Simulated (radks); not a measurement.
Species: the tellurium ion Te38+. Configuration: [Ne] 3s2 3p2. All-electron calculation, scalar-relativistic Kohn-Sham, BLYP, spin-unpolarised, spherical densities, point nucleus. Program: a radial shooting solver on a logarithmic mesh with Libxc functionals. Some entries of the table are withheld. Estimate them.

orbital,occ.,eigenvalue (eV),<1/r> (bohr^-1),r(max) (bohr)
1s,2,-33932.06,55.59,0.01793
2s,2,-7042.429,12.91,(1)
2p,6,-6569.268,(2),0.08055
3s,2,-2767.598,(3),0.2719
3p,2,-2619.664,(4),0.2616
3d,0,-2446.893,4.805,0.2079
4s,0,-1468.310,2.732,0.5447
4p,0,-1407.718,2.651,0.5436
4f,0,-1289.974,2.502,0.3978

Answer. 
(1) 2s r(max) (bohr): 0.1007
(2) 2p <1/r> (bohr^-1): 12.34
(3) 3s <1/r> (bohr^-1): 5.213
(4) 3p <1/r> (bohr^-1): 5.020
